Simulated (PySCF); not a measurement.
CH4F2GaN, SMILES C[NH][Ga]([F])[F]. Coordinates come from a PBE0-D3(BJ)/def2-SVP optimisation. The structure was generated by enumeration; whether it is a known compound was not checked. One conformer was computed; it need not be the lowest.

Calculation: PBE0-D3(BJ)/def2-SVP in PySCF.

Harmonic wavenumbers (cm⁻¹): 97, 105, 141, 191, 191, 308, 461, 646, 732, 746, 1095, 1137, 1172, 1390, 1453, 1466, 1496, 3020, 3089, 3150, 3654. Rotational constants (GHz): 5.779, 2.467, 1.748; symmetry number 1.

### Question
Work out the zero-point energy and the ideal-gas rigid-rotor harmonic-oscillator thermochemistry at 298.15 K and 1 atm.

### Answer
ZPE = ½ Σ hcν = ½ × 25741 cm⁻¹ = 36.80 kcal/mol. H − E(el) = 41.91 kcal/mol. Entropy in cal/(mol K): translation 40.67, rotation 26.96, vibration 17.36, total 85.00. G − E(el) = 16.56 kcal/mol. Cp = 24.02 cal/(mol K). Modes under 150 cm⁻¹ make the vibrational entropy uncertain.
